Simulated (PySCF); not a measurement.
Molecule: `O([Si@@H](C=C)F)[SiH3]`, C2H7FOSi2.

Geometry (Å), atoms numbered from 1 in this order:
```xyz
13

C    -1.564   -1.197    0.125
C    -1.803    0.050   -0.252
Si   -0.540    1.194   -1.038
F    -0.499    2.550   -0.169
O     0.940    0.571   -0.979
Si    2.236   -0.273   -0.486
H    -2.317   -1.826    0.573
H    -0.588   -1.641    0.002
H    -2.800    0.450   -0.107
H    -0.772    1.598   -2.411
H     2.168   -1.547   -1.201
H     3.384    0.538   -0.876
H     2.150   -0.467    0.961
```

Frames of a GFN2-xTB Langevin trajectory at 600 K; GIAO PBE0/pcSseg-1 shieldings in PySCF 2.14, gas phase, non-relativistic; equivalent atoms averaged within each frame.

δ = σ(ref) − σ, references computed at the same level: TMS for ¹³C (σref 186.93), ²⁹Si (σref 349.16), ¹H (σref 31.72); ¹⁹F (σref 170.95) vs CFCl3; ¹⁷O (σref 336.08) against H2O. The references are static minima.

Question: How do the shifts (ppm) fluctuate along the trajectory?

Answer: 
| time (fs) | C2 | C1 | Si3 | Si6 | F4 | O5 | H9 | H7 | H8 | H10 |
| --- | --- | --- | --- | --- | --- | --- | --- | --- | --- | --- |
| 250 | 144.0 | 143.2 | -27.2 | -37.8 | -147.1 | 41.4 | 7.49 | 7.05 | 6.26 | 5.20 |
| 425 | 142.8 | 142.4 | -28.8 | -35.0 | -143.8 | 45.8 | 5.24 | 7.37 | 6.30 | 4.78 |
| 625 | 134.0 | 149.8 | -40.5 | -55.6 | -150.0 | 66.7 | 6.35 | 5.98 | 7.67 | 6.58 |
| 800 | 144.1 | 149.8 | -31.1 | -45.5 | -163.0 | 56.7 | 4.91 | 6.55 | 6.37 | 4.61 |
| 1000 | 144.5 | 136.9 | -39.5 | -33.4 | -154.6 | 44.6 | 5.42 | 6.52 | 6.61 | 4.76 |
| mean of frames | 141.9 | 144.4 | -33.4 | -41.5 | -151.7 | 51.0 | 5.88 | 6.69 | 6.64 | 5.18 |
| standard deviation | 4.5 | 5.5 | 6.2 | 9.2 | 7.5 | 10.5 | 1.05 | 0.53 | 0.59 | 0.81 |

5 frames give an uncertainty of the mean of about the standard deviation over 2.2 at best, since frames this close in time may not be independent; classical motion lacks zero-point vibration, and the reference would need the same averaging.
